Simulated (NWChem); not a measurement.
# SiBr2, singlet; SMILES Br[Si]Br

```xyz
3

Si     0.0000     0.0000     1.1859
Br     1.7557     0.0000    -0.2307
Br    -1.7557     0.0000    -0.2307
```
Atoms are numbered in this order, from 1.

Computed with NWChem. Geometry optimised at PBE0/def2-SVP; all other runs use it. Low-valent species are run as closed-shell singlets; no triplet was tried in these runs. This build's default masses of Se (78.918 u) and Br (79.917 u) are each other's, which moves their modes by up to 0.6 %.

```
quantity                                                           level  value
--------------------------------------------------  --------------------  -----
vertical, lowest state with f > 0.02, singlet (eV)  B3LYP/def2-SVPD, TDA   4.70
isotropic polarisability (bohr³), static                 B3LYP/def2-SVPD   76.2
dipole in solution (D) in n-hexane                    PBE0/def2-SVP, SMD    [?]
vertical ionisation energy, ΔSCF (eV)                       PBE/def2-SVP    [?]
dipole (D)                                                 PBE0/def2-SVP   0.87
highest harmonic frequency (cm⁻¹)                          PBE0/def2-SVP    [?]
```

### Question
Complete the blanks.

### Answer

- dipole in solution (D) in n-hexane, value: 0.99
- vertical ionisation energy, ΔSCF (eV), value: 9.38
- highest harmonic frequency (cm⁻¹), value: 418
